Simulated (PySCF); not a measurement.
AsF2, SMILES F[As]F, multiplicity 2. Geometry: B3LYP-D3(BJ)/def2-TZVP. The isomer is the one that the SMILES or the coordinates give; other isomers of the formula were not compared.

Calculation: PySCF 2.14.0 with B3LYP-D3(BJ)/def2-TZVP.

Harmonic wavenumbers (cm⁻¹): 262, 665, 696. Rotational constants (GHz): 14.93, 7.821, 5.133; symmetry number 2.

Task: Work out the zero-point energy and the ideal-gas rigid-rotor harmonic-oscillator thermochemistry at 298.15 K and 1 atm.

Result: ZPE = ½ Σ hcν = ½ × 1623 cm⁻¹ = 9.71 kJ/mol. H − E(el) = 21.49 kJ/mol. Entropy in J/(mol K): translation 167.70, rotation 93.81, vibration 9.66, spin 5.76, total 276.93. G − E(el) = -61.07 kJ/mol. Cp = 47.80 J/(mol K).
